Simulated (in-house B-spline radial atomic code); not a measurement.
**Cd VII (Cd6+): [Kr] 4d5 6s1 (an excited or competing configuration)**

Computed with a B-spline radial code for spherical atoms: Dirac-Hartree-Fock, average of configuration, Fermi nucleus of rms radius 4.6087 fm.

Effective charges: Z_r = [3n² - l(l+1)]/(2<r>) from the radius, Z_e = n√(-2ε) from the energy, and Slater's rules. Values are occupation-weighted means over j. An effective charge above Z reflects the relativistic contraction of the inner shells.

| shell | electrons | ε (eV) | <r> (bohr) | Z_r | Z_e | Slater |
| --- | --- | --- | --- | --- | --- | --- |
| 1s | 2 | -26981 | 0.03039 | 49.36 | 44.53 | 47.70 |
| 2s | 2 | -4190.8 | 0.131 | 45.79 | 35.10 | 43.85 |
| 2p | 6 | -3768.4 | 0.1147 | 43.58 | 33.28 | 43.85 |
| 3s | 2 | -910.43 | 0.3557 | 37.95 | 24.54 | 36.75 |
| 3p | 6 | -767.85 | 0.3546 | 35.25 | 22.54 | 36.75 |
| 3d | 10 | -543.49 | 0.3333 | 31.50 | 18.96 | 26.85 |
| 4s | 2 | -233.45 | 0.8564 | 28.02 | 16.57 | 20.25 |
| 4p | 6 | -186.33 | 0.9155 | 25.12 | 14.80 | 20.25 |
| 4d | 5 | -119.92 | 1.053 | 19.94 | 11.88 | 10.60 |
| 6s | 1 | -41.977 | 3.459 | 15.61 | 10.54 | 7.00 |

The least bound orbital is 6s1/2 at -41.98 eV, and it is also the most diffuse (<r> = 3.459 bohr).

Spin-orbit splittings of the orbital energies (j = l + 1/2 above j = l - 1/2 when positive): 2p 193.4 eV, 3p 35.7 eV, 3d 7.147 eV, 4p 6.688 eV, 4d 0.991 eV.

For the 1s electron the small component carries 3.1 % of the norm, the zero-frequency Breit interaction raises the level by 59.44 eV, self-energy by 33.35 eV, and vacuum polarisation lowers it by 4.252 eV.
